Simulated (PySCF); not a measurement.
Species: bis(dimethylethylamine) alane, C₈H₂₅AlN₂.
SMILES with atom numbers: `[CH3:1][CH2:2][N+:3]([CH3:4])([CH3:5])[AlH3-2:6][N+:7]([CH3:8])([CH3:9])[CH2:10][CH3:11]` (hydrogens: H12, H13, H14 on C1; H15, H16 on C2; H17, H18, H19 on C4; H20, H21, H22 on C5; H23, H24, H25 on Al6; H26, H27, H28 on C8; H29, H30, H31 on C9; H32, H33 on C10; H34, H35, H36 on C11)

Computed by this run: PySCF, PBE0-D3(BJ)/def2-SVP geometry optimisation, gas phase; density fitting, grid level 1; the optimiser is geomeTRIC in internal coordinates, started from a GFN2-xTB structure with every atom displaced at random (about 0.01 Å).

Step 0: E = -18253.9577 eV
```
atom  x, y, z in Å  |  force x, y, z in eV/Å
C1      2.6082    1.7670   -0.3568   -1.649   1.026   0.618
C2      3.0073    0.4723    0.2641   -0.203   0.241   0.019
N3      2.1909   -0.6609   -0.1901    1.612  -0.437   0.152
C4      2.5185   -1.7850    0.6875   -2.350  -0.106   0.154
C5      2.5013   -1.0304   -1.5632   -0.630  -0.144   0.298
Al6     0.1260   -0.3862   -0.0816    0.169   0.041   0.186
N7     -1.9144   -0.1054    0.1698   -0.659   0.179   0.278
C8     -2.3145   -0.8618    1.3271   -0.430  -0.699   0.438
C9     -2.5745   -0.6100   -1.0015    0.193  -0.027  -1.004
C10    -2.1349    1.3242    0.3519   -0.188   0.757  -0.539
C11    -3.5841    1.7888    0.5218    0.860  -0.289  -0.603
H12     3.1109    2.6149    0.1363    0.055  -0.101  -0.050
H13     1.4866    1.9173   -0.2333    1.188  -0.044  -0.061
H14     2.7973    1.8335   -1.4161    0.263  -0.026  -0.761
H15     2.8616    0.5464    1.3458   -0.011  -0.033   0.218
H16     4.0802    0.2967    0.0831    0.143  -0.335   0.006
H17     2.0762   -1.5596    1.6746    0.259  -0.099  -0.009
H18     1.9773   -2.6654    0.3089    0.194  -0.066   0.075
H19     3.5581   -1.9923    0.7768    1.454  -0.093  -0.023
H20     1.7655   -1.7828   -1.8509   -0.020  -0.326  -0.283
H21     3.5093   -1.4044   -1.6757    0.743  -0.364  -0.005
H22     2.3690   -0.1847   -2.2100   -0.145   0.700  -0.535
H23    -0.0997   -1.9520   -0.2862   -0.047  -0.448  -0.022
H24     0.3550    0.2395    1.3762    0.039   0.176   0.406
H25     0.1028    0.4862   -1.4021   -0.060   0.351  -0.455
H26    -1.8755   -0.4248    2.2174    0.325   0.120   0.400
H27    -1.9633   -1.9024    1.2310    0.021   0.108   0.006
H28    -3.4091   -0.8864    1.4724   -0.050   0.039  -0.119
H29    -3.6590   -0.6570   -0.9338   -0.554   0.087   0.244
H30    -2.2051   -1.6078   -1.2189    0.146  -0.509   0.007
H31    -2.3032    0.0031   -1.8677    0.021   0.151  -0.090
H32    -1.6839    1.7988   -0.5498   -0.140  -0.004   0.412
H33    -1.5414    1.6377    1.2190    0.162   0.014   0.061
H34    -3.5858    2.8696    0.6310   -0.050   0.456   0.100
H35    -4.1809    1.5472   -0.3636   -0.218  -0.061  -0.050
H36    -4.0301    1.3520    1.4027   -0.442  -0.235   0.531
```

Q: Estimate the geometry and energy of step 1. (The exact step hangs on the optimiser's Hessian estimate; all steps are aligned on step 0, rigid shifts and turns removed.)

A: E = -18254.3099 eV, largest force 0.752 eV/Å
```
atom  x, y, z in Å  |  force x, y, z in eV/Å
C1      2.7216    1.8015   -0.3739   -0.491   0.085  -0.062
C2      3.0770    0.4683    0.2476   -0.156   0.179   0.007
N3      2.2621   -0.6788   -0.1993    0.723  -0.193  -0.082
C4      2.5649   -1.8085    0.6830   -0.293  -0.056   0.036
C5      2.5780   -1.0513   -1.5795   -0.138   0.153   0.023
Al6     0.1248   -0.3707   -0.0644    0.035   0.036   0.021
N7     -2.0002   -0.0975    0.1822   -0.397   0.033   0.132
C8     -2.4036   -0.8671    1.3557   -0.066   0.008   0.033
C9     -2.6529   -0.6161   -1.0141    0.134  -0.045  -0.176
C10    -2.2321    1.3466    0.3608   -0.075  -0.009  -0.140
C11    -3.6805    1.7869    0.5233    0.203  -0.018  -0.036
H12     3.2768    2.6054    0.1287    0.097  -0.004  -0.020
H13     1.6413    2.0123   -0.2580    0.258  -0.036   0.041
H14     2.9363    1.8538   -1.4500    0.098  -0.027  -0.038
H15     2.9315    0.5439    1.3347    0.011  -0.031   0.035
H16     4.1471    0.2457    0.0672    0.012  -0.092   0.070
H17     2.1567   -1.5949    1.6810    0.115   0.037   0.083
H18     2.0405   -2.6985    0.3150    0.074  -0.072  -0.052
H19     3.6523   -2.0065    0.7525   -0.073   0.053  -0.048
H20     1.8629   -1.8174   -1.9046    0.028  -0.118  -0.044
H21     3.6106   -1.4319   -1.6735    0.023  -0.025   0.016
H22     2.4505   -0.1851   -2.2383   -0.009   0.048  -0.024
H23    -0.0976   -1.9657   -0.2656   -0.021  -0.068   0.026
H24     0.3497    0.2691    1.4156    0.016   0.028   0.045
H25     0.0902    0.5307   -1.4076   -0.006   0.093  -0.046
H26    -1.9586   -0.4232    2.2548    0.094  -0.015   0.029
H27    -2.0386   -1.8982    1.2548    0.030  -0.023  -0.009
H28    -3.4998   -0.8925    1.4815   -0.040   0.002  -0.026
H29    -3.7505   -0.6573   -0.9234   -0.057   0.037   0.055
H30    -2.2751   -1.6262   -1.2183   -0.006  -0.103   0.061
H31    -2.3807    0.0057   -1.8762   -0.002   0.080  -0.028
H32    -1.7845    1.8335   -0.5215    0.009   0.040   0.065
H33    -1.6365    1.6562    1.2329    0.037   0.000  -0.006
H34    -3.7042    2.8786    0.6441   -0.042   0.047   0.037
H35    -4.2861    1.5446   -0.3616   -0.058  -0.027   0.012
H36    -4.1510    1.3408    1.4108   -0.066   0.005   0.009
```

The energy changes by -0.3521 eV. The first-order estimate −F·Δx gives -0.6121 eV and the mean of the old and new forces, exact on a quadratic surface, -0.3607 eV. The step makes an angle of 78° with the force vector and moves no atom by more than 0.183 Å.

The cost below is that of the whole optimisation. The run took 17 min on one thread, Arm Neoverse V1 (aarch64) (shared host), and the process peaked at 2.2 GiB of memory.
